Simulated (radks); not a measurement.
Results of a calculation; reference values are marked as such.
Sm XXII, 41 electrons, occupied as [Kr] 4d5. Code: a radial shooting solver on a logarithmic mesh with Libxc functionals. Model: Dirac Kohn-Sham, PBE, spin-unpolarised, spherical densities, point nucleus; open shells are shared between the two j in proportion to 2j + 1.

Radial electron density D(r) = 4 pi r^2 rho(r):

```
   r/bohr * D(r) (the largest magnitude, 108, reaches the edge; | marks zero)
 0.001329 |  *
 0.001499 |   *
  0.00169 |   *
 0.001921 |    *
 0.002165 |     *
 0.002461 |       *
 0.002775 |        *
 0.003129 |          *
 0.003556 |            *
 0.004009 |              *
 0.004557 |                 *
 0.005138 |                    *
 0.005793 |                       *
 0.006584 |                          *
 0.007423 |                             *
 0.008437 |                                *
 0.009513 |                                   *
  0.01073 |                                      *
  0.01219 |                                        *
  0.01374 |                                         *
  0.01562 |                                          *
  0.01761 |                                         *
  0.01986 |                                         *
  0.02257 |                                       *
  0.02545 |                                      *
  0.02892 |                                     *
  0.03261 |                                     *
  0.03677 |                                      *
  0.04179 |                                         *
  0.04712 |                                             *
  0.05312 |                                                 *
  0.06038 |                                                    *
  0.06808 |                                                      *
  0.07737 |                                                     *
  0.08724 |                                                  *
  0.09836 |                                              *
   0.1118 |                                         *
    0.126 |                                        *
   0.1433 |                                        *
   0.1615 |                                           *
   0.1821 |                                              *
    0.207 |                                              *
   0.2334 |                                           *
   0.2652 |                                   *
   0.2991 |                          *
   0.3372 |                   *
   0.3832 |                *
   0.4321 |               *
   0.4911 |                *
   0.5537 |                *
   0.6243 |             *
   0.7096 |         *
      0.8 |     *
   0.9093 |  *
    1.025 |*
    1.156 *
    1.314 *
    1.481 *
    1.684 *
    1.898 *
```

D(r) has 4 maxima, at r = 0.0159, 0.0697, 0.196, 0.507 bohr, and minima at 0.0306, 0.129, 0.412 bohr, inside which lie 2.01, 11.14, 29.26 electrons.
